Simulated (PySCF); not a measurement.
Vertical excitations of a molecule ClH5OSi2 from TDA-PBE/def2-SVPD in PySCF 2.14.0, as energy in eV (oscillator strength): 5.90 (0.006), 6.22 (0.019), 6.65 (0.015), 6.87 (0.002), 6.94 (0.006), 6.95 (0.016), 7.02 (0.145), 7.16 (0.014), 7.28 (0.090), 7.43 (0.008). Lowest triplet (TDA): 5.46 eV. Geometry optimised at B3LYP-D3(BJ)/def2-SVP. One conformer was computed; it need not be the lowest.

**Question.** Which structure fits?
(A) O[SiH2][SiH2]Cl
(B) [SiH3]O[SiH2]Cl
(C) O[Si@@H]([SiH3])Cl

**Answer.** C, O[Si@@H]([SiH3])Cl
